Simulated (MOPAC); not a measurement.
MOPAC input (PM7):

```
PM7 PRECISE GNORM=0.05 LET XYZ GEO-OK AUX(PRECISION=9) THREADS=1
C5H12O

C    -2.03547556 1    0.94955622 1    0.71038592 1
C    -0.90105500 1   -0.06931218 1    0.59700011 1
C    -1.40801579 1   -1.36764907 1   -0.03507420 1
C     0.27823015 1    0.53577642 1   -0.17267887 1
C     1.51620223 1   -0.33898805 1   -0.21774298 1
O     2.56000232 1    0.41141247 1   -0.83792778 1
H    -2.41792305 1    1.21308519 1   -0.27958611 1
H    -1.69666404 1    1.86910913 1    1.19169335 1
H    -2.86817573 1    0.55016869 1    1.29295441 1
H    -0.55537761 1   -0.30021669 1    1.61213747 1
H    -2.27217484 1   -1.75345977 1    0.50955945 1
H    -1.71679935 1   -1.19598663 1   -1.07023674 1
H    -0.64668718 1   -2.14879443 1   -0.03953189 1
H    -0.03040691 1    0.76416450 1   -1.19804411 1
H     0.56082980 1    1.48654128 1    0.28768705 1
H     1.80252784 1   -0.62818616 1    0.80260964 1
H     1.32152264 1   -1.25712694 1   -0.78288409 1
H     3.33999389 1   -0.14689819 1   -0.91427607 1
```

From the output:

```
                                                       MOPAC v23.2.5 Linux

          FINAL HEAT OF FORMATION =        -71.46514 KCAL/MOL =    -299.01016 KJ/MOL

          COSMO AREA              =        143.05 SQUARE ANGSTROMS
          COSMO VOLUME            =        134.48 CUBIC ANGSTROMS

          GRADIENT NORM           =          0.04574          =       0.01078 PER ATOM
          IONIZATION POTENTIAL    =         10.489339 EV
          HOMO LUMO ENERGIES (EV) =        -10.489  2.881
          NO. OF FILLED LEVELS    =         19
          MOLECULAR WEIGHT        =         88.1492         POINT GROUP:  C1

          MOLECULAR DIMENSIONS (Angstroms)

            Atom       Atom       Distance
            H    18    H     9     6.60444
            H     8    H    13     3.96299
            H    14    H    16     2.83249

          SCF CALCULATIONS        =         73

   ATOM   CHEMICAL          X               Y               Z
  NUMBER   SYMBOL      (ANGSTROMS)     (ANGSTROMS)     (ANGSTROMS)

     1       C         -2.00809992  *   0.95445124  *   0.73474727  *
     2       C         -0.88317645  *  -0.07994636  *   0.59643228  *
     3       C         -1.42792974  *  -1.35640735  *  -0.05579546  *
     4       C          0.26367893  *   0.51912668  *  -0.23263525  *
     5       C          1.51428166  *  -0.36142689  *  -0.18461944  *
     6       O          2.52588329  *   0.42489307  *  -0.80234689  *
     7       H         -2.40461845  *   1.24779530  *  -0.24340944  *
     8       H         -1.65623726  *   1.86323339  *   1.23484087  *
     9       H         -2.84250954  *   0.55743894  *   1.32245772  *
    10       H         -0.50277082  *  -0.33017124  *   1.61649286  *
    11       H         -2.26666192  *  -1.76662006  *   0.51714303  *
    12       H         -1.78837653  *  -1.16333144  *  -1.07226585  *
    13       H         -0.66253072  *  -2.13583326  *  -0.11958466  *
    14       H         -0.04818279  *   0.67251840  *  -1.28260749  *
    15       H          0.52363976  *   1.53064146  *   0.14085051  *
    16       H          1.82478197  *  -0.58817348  *   0.85009817  *
    17       H          1.38961939  *  -1.29751331  *  -0.75487396  *
    18       H          3.35983546  *  -0.07535274  *  -0.85679802  *

                             CARTESIAN COORDINATES

   1    C       -2.008099924     0.954451239     0.734747273
   2    C       -0.883176452    -0.079946361     0.596432279
   3    C       -1.427929744    -1.356407349    -0.055795458
   4    C        0.263678929     0.519126675    -0.232635252
   5    C        1.514281664    -0.361426893    -0.184619441
   6    O        2.525883290     0.424893074    -0.802346887
   7    H       -2.404618447     1.247795301    -0.243409439
   8    H       -1.656237260     1.863233385     1.234840874
   9    H       -2.842509544     0.557438941     1.322457719
  10    H       -0.502770815    -0.330171245     1.616492861
  11    H       -2.266661920    -1.766620058     0.517143026
  12    H       -1.788376532    -1.163331439    -1.072265852
  13    H       -0.662530724    -2.135833255    -0.119584663
  14    H       -0.048182792     0.672518400    -1.282607487
  15    H        0.523639756     1.530641464     0.140850508
  16    H        1.824781972    -0.588173482     0.850098170
  17    H        1.389619391    -1.297513305    -0.754873964
  18    H        3.359835465    -0.075352737    -0.856798020

           Empirical Formula: C5 H12 O  =    18 atoms

      MOLECULAR POINT GROUP   :   C1

                  EIGENVALUES
 -29.78961 -28.76176 -25.25765 -23.99248 -21.14476 -19.39815 -17.29379 -16.17645
 -15.34239 -14.72534 -14.56248 -13.50146 -13.22320 -12.55094 -12.38868 -11.66997
 -11.52827 -11.39847 -10.48934   2.88107   3.89108   4.19509   4.44543   4.72616
   5.43400   5.70289   5.79053   5.84448   5.87224   5.90863   6.05122   6.09986
   6.23852   6.82093   6.98647   7.05616

              NET ATOMIC CHARGES AND DIPOLE CONTRIBUTIONS

  ATOM NO.   TYPE          CHARGE      No. of ELECS.   s-Pop       p-Pop
    1          C          -0.454058        4.4541     1.05633     3.39773
    2          C          -0.058903        4.0589     1.05560     3.00330
    3          C          -0.455248        4.4552     1.05607     3.39918
    4          C          -0.312088        4.3121     1.06527     3.24682
    5          C           0.005511        3.9945     1.08540     2.90909
    6          O          -0.555526        6.5555     1.85023     4.70530
    7          H           0.146661        0.8533     0.85334
    8          H           0.143785        0.8562     0.85622
    9          H           0.142941        0.8571     0.85706
   10          H           0.128245        0.8718     0.87176
   11          H           0.143258        0.8567     0.85674
   12          H           0.147320        0.8527     0.85268
   13          H           0.139007        0.8610     0.86099
   14          H           0.153547        0.8465     0.84645
   15          H           0.158427        0.8416     0.84157
   16          H           0.109872        0.8901     0.89013
   17          H           0.109678        0.8903     0.89032
   18          H           0.307571        0.6924     0.69243
 DIPOLE           X         Y         Z       TOTAL
 POINT-CHG.    -0.688    -1.579     0.884     1.936
 HYBRID         0.336    -0.035    -0.209     0.397
 SUM           -0.352    -1.613     0.676     1.784

          ATOMIC ORBITAL ELECTRON POPULATIONS

     Atom    s        px        py        pz
    1  C   1.05633   1.10641   1.11552   1.17579
    2  C   1.05560   0.97417   0.96509   1.06404
    3  C   1.05607   1.15588   1.08538   1.15792
    4  C   1.06527   1.00176   1.10092   1.14414
    5  C   1.08540   0.88133   0.98049   1.04726
    6  O   1.85023   1.34382   1.50358   1.85790
    7  H   0.85334
    8  H   0.85622
    9  H   0.85706
   10  H   0.87176
   11  H   0.85674
   12  H   0.85268
   13  H   0.86099
   14  H   0.84645
   15  H   0.84157
   16  H   0.89013
   17  H   0.89032
   18  H   0.69243

 **********************
 *                    *
 * JOB ENDED NORMALLY *
 *                    *
 **********************

 == MOPAC DONE ==
```

The geometry given is a B3LYP-D3(BJ)/def2-TZVP minimum.
